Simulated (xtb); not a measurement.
Mg(F)(NMe2) (C2H6FMgN), SMILES C[N]([Mg][F])C. All values are semi-empirical tight-binding results from xtb (GFN2-xTB unless named), good for trends rather than for accurate numbers. The structure is a stationary point at GFN2-xTB. The structure was generated by enumeration; whether it is a known compound was not checked. Other conformers were not sampled.

For metal compounds this method's bond lengths and energies can be far off.

* **point group as xtb finds it**: Cs
* **orbital gap**: 1.47 eV
* **zero-point energy**: 50.3 kcal/mol
* **G − E(el) at 298.15 K (modified RRHO)**: 30.6 kcal/mol
